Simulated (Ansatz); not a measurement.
Molecule: C4H10B, net charge 0, doublet state. It need not be the lowest isomer of its formula. 
Geometry from a B3LYP-D3(BJ)/def2-TZVP (Ansatz, a first-principles code) optimisation:
SMILES: C[CH]B(C)C
```xyz
15

C      2.1369     0.3044    -0.0794
C      0.9147    -0.4930    -0.3596
B     -0.5314    -0.1238     0.0026
C     -0.8441     1.2212     0.7676
C     -1.7135    -1.0803    -0.4056
H      1.9234     1.2439     0.4294
H      2.8454    -0.2651     0.5363
H      2.6787     0.5319    -1.0064
H      1.1060    -1.4303    -0.8817
H     -0.7254     2.0651     0.0746
H     -1.8620     1.2742     1.1585
H     -0.1503     1.4193     1.5899
H     -2.1939    -1.4734     0.4999
H     -2.5040    -0.5282    -0.9266
H     -1.4244    -1.9320    -1.0245
```
Charge 0, spin multiplicity 2.

Basis-set convergence of Hartree-Fock and MP2 correlation energies (hartree) with Ansatz. Valence correlation only, unless marked. Open shells are spin-unrestricted. No spin-orbit coupling. No relativistic terms.

```json
[
 {"basis": "cc-pVDZ", "functions": "120", "E(HF)": "-181.97566", "E(corr, MP2)": "-0.63149"},
 {"basis": "cc-pVTZ", "functions": "290", "E(HF)": "-182.02600", "E(corr, MP2)": "-0.77630"},
 {"basis": "cc-pVQZ", "functions": "575", "E(HF)": "-182.03739", "E(corr, MP2)": "-0.82466"}
]
```

Extrapolating the two largest sets (X = 3 and 4) as X^-3: E(corr) = (64·(-0.82466) - 27·(-0.77630))/37 = -0.8599 Eh, an estimate of the basis-set limit. The largest set recovers 95.9 % of it, the smallest 73.4 %.
